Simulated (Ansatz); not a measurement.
In₄P₄H₁₆, a cluster cut from zinc blende InP (hydrogen-capped). Charge 0, multiplicity 3. Geometry PBE-D4/def2-SVP, that of the neutral singlet; atoms count from 1.

Cartesian coordinates in Å:
```
In 1.683 0.137 -2.539
In 1.640 -0.288 2.550
In -1.779 -2.467 -0.221
In -1.551 2.611 0.205
P -0.069 -1.812 -2.138
P -0.112 -2.135 1.814
P 0.107 2.139 -1.810
P 0.076 1.813 2.139
H 1.851 0.273 -4.265
H 2.889 -0.019 -1.307
H 1.787 -0.437 4.276
H 2.861 -0.245 1.323
H -2.010 -4.184 -0.364
H -2.939 -1.186 -0.129
H -2.814 1.433 0.097
H -1.638 4.342 0.347
H 0.673 -3.009 -2.398
H -0.853 -1.858 -3.337
H 0.618 -3.365 1.900
H -0.923 -2.361 2.973
H 0.953 3.293 -1.872
H -0.661 2.453 -2.978
H 0.922 2.939 2.403
H -0.709 1.932 3.331
```

In the def2 sets In takes a core potential; there is no spin–orbit coupling. At PBE0-D4/def2-SVP a singlet of charge 0 lies 5.14 eV below the triplet at the same geometry.

Problem. Estimate the Mulliken populations from the PBE0/def2-SVP orbitals of Ansatz.

Solution. 
```json
{"atom": "In1", "charge (e)": "0.02", "spin (α − β)": "0.53"}
{"atom": "In2", "charge (e)": "0.28", "spin (α − β)": "0.00"}
{"atom": "In3", "charge (e)": "0.28", "spin (α − β)": "0.00"}
{"atom": "In4", "charge (e)": "0.02", "spin (α − β)": "0.53"}
{"atom": "P5", "charge (e)": "-0.21", "spin (α − β)": "-0.01"}
{"atom": "P6", "charge (e)": "-0.22", "spin (α − β)": "0.00"}
{"atom": "P7", "charge (e)": "0.12", "spin (α − β)": "0.64"}
{"atom": "P8", "charge (e)": "-0.21", "spin (α − β)": "-0.01"}
{"atom": "H9", "charge (e)": "-0.05", "spin (α − β)": "0.17"}
{"atom": "H10", "charge (e)": "-0.06", "spin (α − β)": "0.01"}
{"atom": "H11", "charge (e)": "-0.09", "spin (α − β)": "0.00"}
{"atom": "H12", "charge (e)": "-0.08", "spin (α − β)": "0.00"}
{"atom": "H13", "charge (e)": "-0.09", "spin (α − β)": "0.00"}
{"atom": "H14", "charge (e)": "-0.08", "spin (α − β)": "0.00"}
{"atom": "H15", "charge (e)": "-0.06", "spin (α − β)": "0.01"}
{"atom": "H16", "charge (e)": "-0.05", "spin (α − β)": "0.17"}
{"atom": "H17", "charge (e)": "0.06", "spin (α − β)": "0.01"}
{"atom": "H18", "charge (e)": "0.05", "spin (α − β)": "0.00"}
{"atom": "H19", "charge (e)": "0.05", "spin (α − β)": "0.00"}
{"atom": "H20", "charge (e)": "0.05", "spin (α − β)": "0.00"}
{"atom": "H21", "charge (e)": "0.08", "spin (α − β)": "-0.03"}
{"atom": "H22", "charge (e)": "0.08", "spin (α − β)": "-0.03"}
{"atom": "H23", "charge (e)": "0.05", "spin (α − β)": "0.00"}
{"atom": "H24", "charge (e)": "0.06", "spin (α − β)": "0.01"}
```
Mulliken values and Mayer orders depend strongly on the basis.

Problem. Where does the spin sit?

Solution. Summed by element: In 1.08, P 0.62, H 0.30, of 2 unpaired in all. Largest on single atoms: P7 0.64, In4 0.53, In1 0.53.

Problem. And the Mayer bond orders between bonded heavy atoms (over 0.3)?

Solution. In1–P5 0.67 (2.65 Å); In1–P7 0.35 (2.65 Å); In2–P6 0.65 (2.65 Å); In2–P8 0.64 (2.65 Å); In3–P5 0.64 (2.65 Å); In3–P6 0.65 (2.65 Å); In4–P7 0.35 (2.65 Å); In4–P8 0.67 (2.65 Å). Values over 0.3 also appear between atoms too far apart for a bond (In1–In4 0.31 at 4.91 Å); they arise where an orbital or an unpaired electron spreads over both atoms.
